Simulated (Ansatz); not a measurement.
Geometry optimisation, Ansatz 0.2.0, RKS B3LYP-D4/def2-SVP.

input.yaml

```yaml
crystal:
  periodic: [false, false, false]
  atoms:
    - { symbol: Si, position_ang: [-0.916219, -0.280462, -0.207266] }
    - { symbol: H, position_ang: [1.622379, -0.923683, 0.583006] }
    - { symbol: Cl, position_ang: [-0.123102, -1.577026, -1.619722] }
    - { symbol: Cl, position_ang: [-0.980968, -1.12434, 1.683278] }
    - { symbol: H, position_ang: [-2.322402, -0.080944, -0.61327] }
    - { symbol: H, position_ang: [1.7154, -0.243992, 0.447535] }
    - { symbol: "N", position_ang: [0.00484, 1.232183, -0.126748] }
    - { symbol: H, position_ang: [0.413813, 1.489149, 0.7658] }
    - { symbol: H, position_ang: [0.586258, 1.509216, -0.912415] }
basis:
  gaussian: { orbitals: def2-SVP }
hamiltonian:
  xc: b3lyp
  dispersion: d4
relax:
  f_tol: 0.03
  max_steps: 50
output:
  orbitals: {}
```

Command:

```bash
$ ansatz run input.yaml --threads 2 --pin off --max-ram 3072MiB --backend cpu --events-out ev --progress --plain --runs-dir out
```

Problem. Where does it end, and by what steps?

Solution. The forces met the threshold. After 16 steps the energy has fallen by 0.399 eV; H2 moved furthest, 1.29 Å.

```json
{"step": "0", "energy less start (eV)": "0.0000", "largest force component (eV/Å)": "2.522", "accepted": "yes"}
{"step": "1", "energy less start (eV)": "-0.2176", "largest force component (eV/Å)": "0.652", "accepted": "yes"}
{"step": "2", "energy less start (eV)": "-0.2971", "largest force component (eV/Å)": "0.453", "accepted": "yes"}
{"step": "3", "energy less start (eV)": "-0.3359", "largest force component (eV/Å)": "0.136", "accepted": "yes"}
{"step": "4", "energy less start (eV)": "-0.3478", "largest force component (eV/Å)": "0.201", "accepted": "yes"}
{"step": "5", "energy less start (eV)": "-0.3561", "largest force component (eV/Å)": "0.144", "accepted": "yes"}
{"step": "6", "energy less start (eV)": "-0.3577", "largest force component (eV/Å)": "0.209", "accepted": "yes"}
{"step": "7", "energy less start (eV)": "-0.3669", "largest force component (eV/Å)": "0.276", "accepted": "yes"}
{"step": "8", "energy less start (eV)": "-0.3792", "largest force component (eV/Å)": "0.115", "accepted": "yes"}
{"step": "9", "energy less start (eV)": "-0.3846", "largest force component (eV/Å)": "0.085", "accepted": "yes"}
{"step": "10", "energy less start (eV)": "-0.3630", "largest force component (eV/Å)": "0.915", "accepted": "no"}
{"step": "11", "energy less start (eV)": "-0.3907", "largest force component (eV/Å)": "0.101", "accepted": "yes"}
{"step": "12", "energy less start (eV)": "-0.3918", "largest force component (eV/Å)": "0.193", "accepted": "yes"}
{"step": "13", "energy less start (eV)": "-0.3959", "largest force component (eV/Å)": "0.067", "accepted": "yes"}
{"step": "14", "energy less start (eV)": "-0.3984", "largest force component (eV/Å)": "0.049", "accepted": "yes"}
{"step": "15", "energy less start (eV)": "-0.3986", "largest force component (eV/Å)": "0.033", "accepted": "yes"}
{"step": "16", "energy less start (eV)": "-0.3988", "largest force component (eV/Å)": "0.028", "accepted": "yes"}
```

```xyz
9
Properties=species:S:1:pos:R:3
Si -1.186 -0.181 -0.242
H 2.881 -0.650 0.690
Cl -0.207 -1.745 -1.218
Cl -1.794 -0.930 1.585
H -2.342 0.200 -1.080
H 2.315 -0.868 0.229
N -0.211 1.191 0.043
H 0.549 1.155 0.716
H -0.005 1.828 -0.722
```

Whether the end is a true minimum wasn't checked by a vibrational analysis.

Time of the run: 13 s on 2 threads of AMD EPYC 9R45 96-Core Processor (Zen 5), with other jobs on the host, peak memory 0.22 GiB.
